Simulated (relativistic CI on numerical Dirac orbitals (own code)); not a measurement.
# Hyperfine structure of Nb38+, mass number 93

Computed by Dirac-Coulomb-Breit CI, orbitals from a KLI potential per configuration, a model potential for QED, unscaled Slater integrals (own radial code, finite nucleus).

CI space (outside the closed core 1s2): 2s, 2p, 3s, 3p, 3d, 4s, 4p, 4d, 4f, 5s, 5p, 5d, 5f, 5g. Levels of other configurations are missing.

Nuclear spin I = 9/2, μ = 6.163 μN, Q = -0.32 b (tables of Stone and Pyykkö). The electronic factors are computed for point nuclear moments, without core polarisation or the Bohr-Weisskopf and QED corrections.

```json
{"Level": "2s 2S_1/2", "E (eV)": "0.00", "A (GHz)": "3361", "B (GHz)": ""}
{"Level": "2p 2P°_1/2", "E (eV)": "83.71", "A (GHz)": "1072", "B (GHz)": ""}
{"Level": "2p 2P°_3/2", "E (eV)": "197.21", "A (GHz)": "183.7", "B (GHz)": "-81"}
{"Level": "3s 2S_1/2", "E (eV)": "3045.32", "A (GHz)": "993.3", "B (GHz)": ""}
{"Level": "3p 2P°_1/2", "E (eV)": "3068.53", "A (GHz)": "323.6", "B (GHz)": ""}
{"Level": "3p 2P°_3/2", "E (eV)": "3102.18", "A (GHz)": "55.53", "B (GHz)": "-24.7"}
{"Level": "3d 2D_3/2", "E (eV)": "3110.33", "A (GHz)": "31.79", "B (GHz)": "-4.73"}
{"Level": "3d 2D_5/2", "E (eV)": "3120.84", "A (GHz)": "13.31", "B (GHz)": "-6.43"}
```

Levels with J = 0, under 50 % of one LS term, or S terms without an open s electron are left out. Small factors come from cancelling terms and can be off by tens of per cent or more.

At this charge energies of transitions that change n are usually good to better than 1 %, and those within a shell (Δn = 0) to a few per cent.

Question: Give the hyperfine levels of 2s 2S_1/2 relative to its centre of gravity.

Answer: With K = F(F + 1) − I(I + 1) − J(J + 1), E = AK/2: F = 4: -9242, F = 5: 7562 GHz.
